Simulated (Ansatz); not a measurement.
Reaction (formal exchange of groups at the Si–O bond): `N[SiH2][O][SnH3]` + `[CH3][SnH3]` → `[CH3][SnH2][SiH2]N` + `[OH][SnH3]`

Program: Ansatz. Geometries: PBE0-D4/def2-TZVP. ΔE: electronic, gas phase. CBS: MP2 limit from def2 TZ/QZ plus the TZ coupled-cluster correction, frozen cores. DFT in def2-TZVPP. B3LYP here is the variant with VWN-RPA as its local correlation; programs differ in this. def2 core potentials past Kr. For Sn outer-core shells are correlated without core-valence functions, which leaves a few kJ/mol of doubt a bond. One conformer a species, not always the lowest.

CCSD(T)/CBS gives +113.0 kJ/mol.

Another level gave +99.4 kJ/mol. Which?
A. PBE-D4/def2-TZVPP
B. PBE0/def2-TZVPP
C. B3LYP/def2-TZVPP
D. MP2/def2-TZVPP

B. PBE0 99.4, B3LYP 109.4, MP2/def2-TZVPP 119.0, PBE-D4 91.7 kJ/mol.

Largest T1 diagnostic among the species: 0.014.

In def2-TZVPP, CCSD(T) changes the Hartree–Fock value by −18.2 kJ/mol (the triples alone add −2.1 kJ/mol) and MP2 by −17.6 kJ/mol. The D4 term adds +3.0 kJ/mol with B3LYP and +1.3 kJ/mol with PBE0; it sums over pairs of atoms, weighted by their polarisabilities, and B3LYP, whose exchange is more repulsive, gets the larger term. From PBE to PBE0 (25 % exact exchange), in def2-TZVPP and without D4, ΔE moves by +9.4 kJ/mol.
